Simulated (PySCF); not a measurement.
Start geometry of `COCC(C)(C)[SiH2]N` from GFN2-xTB (Å):
```
atom  x, y, z in Å
C1     2.898    1.146    0.056
O2     1.515    0.901    0.271
C3     1.138   -0.443    0.056
C4    -0.329   -0.503    0.129
C5    -0.801   -0.487    1.585
C6    -0.853   -1.791   -0.522
Si7   -0.937    1.068   -0.786
N8    -2.537    0.728   -1.333
H9     3.510    0.608    0.764
H10    3.167    0.919   -0.966
H11    3.014    2.234    0.229
H12    1.511   -0.764   -0.921
H13    1.612   -1.075    0.808
H14   -0.392    0.389    2.104
H15   -1.886   -0.444    1.677
H16   -0.459   -1.365    2.122
H17   -1.929   -1.857   -0.455
H18   -0.425   -2.660   -0.016
H19   -0.575   -1.837   -1.568
H20   -0.225    1.275   -2.023
H21   -0.857    2.240    0.083
H22   -3.002    1.391   -1.911
H23   -3.210    0.350   -0.698
```

What comes out of this run: PBE0-D3(BJ)/def2-SVP geometry optimisation, gas phase in PySCF 2.14.0?

```
atom  x, y, z in Å
C1     2.9825    1.0483    0.3671
O2     1.6018    0.8774    0.4005
C3     1.1770   -0.3986    0.0141
C4    -0.3426   -0.4651    0.0699
C5    -0.8185   -0.3576    1.5210
C6    -0.8095   -1.7790   -0.5553
Si7   -1.0450    1.0072   -0.9283
N8    -2.7210    0.6946   -1.2994
H9     3.5013    0.3529    1.0562
H10    3.3957    0.8893   -0.6487
H11    3.2046    2.0791    0.6773
H12    1.5291   -0.6249   -1.0152
H13    1.6191   -1.1735    0.6810
H14   -0.4360    0.5581    1.9955
H15   -1.9190   -0.3505    1.5901
H16   -0.4621   -1.2204    2.1116
H17   -1.9070   -1.8305   -0.5906
H18   -0.4391   -2.6430    0.0247
H19   -0.4466   -1.8895   -1.5904
H20   -0.3544    1.0997   -2.2538
H21   -0.8414    2.2822   -0.1700
H22   -3.0736    1.0364   -2.1863
H23   -3.4238    0.8248   -0.5797
```

The energy falls by 6.1 kcal/mol over 12 energy and gradient evaluations, the largest force component goes from 0.0354 to 3.1e-04 Eh/bohr, and the atoms move by 0.245 Å rms after alignment. The bond that changes most is Si7–H20 (SiH2 silicon to Si–H hydrogen), which lengthens by 0.055 Å. Bonds longer at the end by more than 0.005 Å: 15 of 22; shorter: 4. Among the angles that change most is H9–C1–H10, from 112.0° to 107.8°. Among the dihedrals that turn most is H20–Si7–N8–H22, from -57° to -28°. Rotational constants go from 2308, 1170, 954.4 to 2467, 1054, 904.6 MHz. The orientation of the end geometry is arbitrary; only internal coordinates are fixed.

The run used 191 basis functions and 78 SCF cycles in all.

No PBE0-D3(BJ)/def2-SVP frequencies stand behind this structure, so it isn't proved a minimum. One conformer, not necessarily the lowest.
